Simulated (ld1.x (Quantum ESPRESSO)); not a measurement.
Li: excitation energies, all-electron against RRKJ

* Element: lithium (Li)
* Generator: ld1.x (Quantum ESPRESSO) 7.5
* Type: norm-conserving RRKJ (Kleinman–Bylander form)
* Functional: LDA (PZ)
* Relativity: non-relativistic
* Frozen core: [He]
* Valence charge: 1
* Reference configuration: 2s1 2p0
* Partial waves: 2p (bound, empty): rc 4.20 bohr; 2s (bound): rc 2.55 bohr
* Local potential: the s channel
* Core correction: none
* rho0: 0.02

Energies are relative to the spin-unpolarised reference configuration 2s1 2p0; without spin polarisation the order of configurations can differ from experiment. Spin-polarised rows fill each open shell by Hund’s rule, majority spin first.

```csv
valence configuration,charge,ΔE all-electron (eV),error AE − PS (meV)
2s0.5 2p0,+0.5,2.044,+5.9
2s0 2p1,0,1.753,-1.2
2s1 2p0 (spin-polarised),0,-0.233,+20
2s0.5 2p0 (spin-polarised),+0.5,1.953,+17
```

Levels in the configuration 2s1 2p0 (spin-polarised):

```
level  all-electron (eV)  pseudo (eV)
2s up             -3.165       -3.180
```
